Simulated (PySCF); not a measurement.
**SnBr and its ions**

PBE; Sn def2-TZVPPD with ECP28, Br def2-TZVPPD; scalar-relativistic core potentials (PySCF 2.14). Neutral (UKS): doublet (π ↑), Re = 2.542 Å, ωe = 234 cm⁻¹, De = 3.71 eV, HOMO -4.06 eV, LUMO -3.95 eV.

SnBr⁺ (UKS): singlet (closed shell), Re = 2.427 Å, ωe = 287 cm⁻¹, De = 4.13 eV to Sn⁺ + Br. The energies at the minima are -2788.10708 hartree for SnBr and -2787.85569 for SnBr⁺.

**Question.** Work out the adiabatic ionisation energy, without and with harmonic zero-point energies (1 hartree = 27.2114 eV, 1 eV = 8065.5 cm⁻¹), and the change of the bond length.

**Answer.** At PBE: 0.25139 hartree = 6.841 eV between the minima; the zero-point term (287.0 − 234.0)/2 cm⁻¹ = +0.003 eV makes it 6.844 eV. Re changes by -11.5 pm against the neutral. The electron leaves a π orbital, and the shorter bond of the ion fits an antibonding orbital, or a change in how ionic the bond is.

SnBr⁻ (UKS): triplet (π ↑↑), Re = 2.731 Å, ωe = 164 cm⁻¹, De = 1.69 eV to Sn + Br⁻. The energies at the minima are -2788.10708 hartree for SnBr and -2788.16142 for SnBr⁻.

**Question.** Work out the adiabatic electron affinity, without and with harmonic zero-point energies (1 hartree = 27.2114 eV, 1 eV = 8065.5 cm⁻¹), and the change of the bond length.

**Answer.** At PBE: 0.05434 hartree = 1.479 eV between the minima; the zero-point term (234.0 − 164.0)/2 cm⁻¹ = +0.004 eV makes it 1.483 eV. Re changes by +18.9 pm against the neutral. The electron enters a π orbital, and the longer bond of the ion fits an antibonding orbital, or a change in how ionic the bond is.

These are scalar-relativistic numbers at best; spin–orbit coupling would shift them, the dissociation energy most. For an ion De counts to the pair picked by the measured ionisation energies or electron affinities, which need not be the lowest pair at this level. The highest Kohn–Sham level is positive in this anion. Much of that is self-interaction error, but it also means that the finite basis helps to hold the extra electron. States were picked by a PBE0 search and need not be the measured ground states.
